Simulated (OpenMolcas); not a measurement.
**How methods differ on C3H4AlF (SMILES C#[C][Al]([CH3])[F])**

C3H4AlF has 9 atoms, charge 0, and is taken as a singlet. As SMILES, `C#[C][Al]([CH3])[F]`. Geometry: relaxed at PBE0-D4/def2-TZVP.

```jsonl
{"atom": "C", "x (Å)": "0.2148", "y (Å)": "2.7699", "z (Å)": "0.3442"}
{"atom": "C", "x (Å)": "0.3055", "y (Å)": "1.6313", "z (Å)": "-0.0550"}
{"atom": "Al", "x (Å)": "0.4066", "y (Å)": "-0.1783", "z (Å)": "-0.6266"}
{"atom": "C", "x (Å)": "-0.4384", "y (Å)": "-1.6622", "z (Å)": "0.2741"}
{"atom": "F", "x (Å)": "1.2862", "y (Å)": "-0.4603", "z (Å)": "-1.9934"}
{"atom": "H", "x (Å)": "0.1392", "y (Å)": "3.7762", "z (Å)": "0.6904"}
{"atom": "H", "x (Å)": "-1.1596", "y (Å)": "-2.1569", "z (Å)": "-0.3836"}
{"atom": "H", "x (Å)": "0.2989", "y (Å)": "-2.4198", "z (Å)": "0.5557"}
{"atom": "H", "x (Å)": "-0.9646", "y (Å)": "-1.3461", "z (Å)": "1.1773"}
```

Quantity: the energy change with the C4–H8 bond stretched from 1.094 to 1.969 Å, in eV. The values are calculated.

| level | kind | program | value (eV) | less CCSD(T)/cc-pVDZ | CPU time (all runs) |
| --- | --- | --- | --- | --- | --- |
| SVWN5/cc-pVDZ (restricted) | LDA | OpenMolcas | 3.19 | +0.05 | 80 s |
| PBE/cc-pVDZ (restricted) | GGA | OpenMolcas | 3.15 | +0.01 | 1.8 min |
| TPSS/cc-pVDZ (restricted) | meta-GGA | OpenMolcas | 3.19 | +0.05 | 2.4 min |
| B3LYP/cc-pVDZ (restricted) | global hybrid | OpenMolcas | 3.29 | +0.15 | 99 s |
| M06-2X/cc-pVDZ (restricted) | hybrid meta-GGA | OpenMolcas | 3.50 | +0.36 | 1.9 min |
| B2PLYP/cc-pVDZ (restricted) | double hybrid | OpenMolcas | 3.37 | +0.23 | 79 s |
| MP2/cc-pVDZ (restricted) | perturbation theory | OpenMolcas | 3.52 | +0.38 | 28 s |
| CCSD(T)/cc-pVDZ (restricted) | coupled cluster or CI | OpenMolcas | 3.14 | 0.00 | 3.8 min |

Differences are taken from CCSD(T)/cc-pVDZ (restricted) for orientation; it has basis-set and higher-order errors of its own. At this stretch a single reference begins to fail. The first shape isn't each level's own minimum. The values span 3.14 to 3.52 eV. CPU times are rough (shared hosts, several kinds of processor and program).
